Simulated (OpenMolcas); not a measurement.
Pd4+ among 2 point charges of -2 e arranged as a linear pair (D∞h).

| Quantity | Value |
| --- | --- |
| Program | OpenMolcas |
| Method | SS-CASPT2, IPEA 0.25 Eh, imaginary shift 0.1 Eh (closed shells correlated: 4s 4p) |
| Basis | ANO-RCC-VDZP [6s5p3d1f] |
| Scalar Hamiltonian | DKH2, point nucleus |
| Active space | 6 electrons in 5 orbitals (4d) |
| State averaging | 2S+1 = 5 even, 5 roots; 2S+1 = 3 even, 45 roots; 2S+1 = 1 even, 50 roots |
| Spin-orbit coupling | RASSI with atomic mean-field integrals over the reference wave functions |

All point charges move together. At R = 2 Å the first state of the same spin is 11130 cm-1, and at R = 2.11 Å it is 9640 cm-1.

Question: A third run gives 7260 cm-1. What distance was it run at?

Answer: With a power law R^-n the two known points give n = -ln(9640 / 11130) / ln(2.11 / 2) = 2.68. Then R = 2 × (11130 / 7260)^(1/2.68) = 2.346 Å. The run was at 2.34 Å, so the estimate is off by +0.006 Å.

Roots that are degenerate in the reference are averaged as groups; the widest CASPT2 spread within a group is 38 cm-1 (the 2-fold group of multiplicity 1 near 65600 cm-1 above the lowest state of its run, R = 2.34). Shifts and gaps below about the spread of the groups concerned are not significant. Point charges give a weaker field than real ligands, and real ions of this kind are as a rule low spin; the high spin found here belongs to the model. Free-ion shares, where given, are those of the reference states; single-state CASPT2 does not remix them. Point charges carry no covalency, so the field is a model and not that of real ligands. No measured value stands beside these numbers.
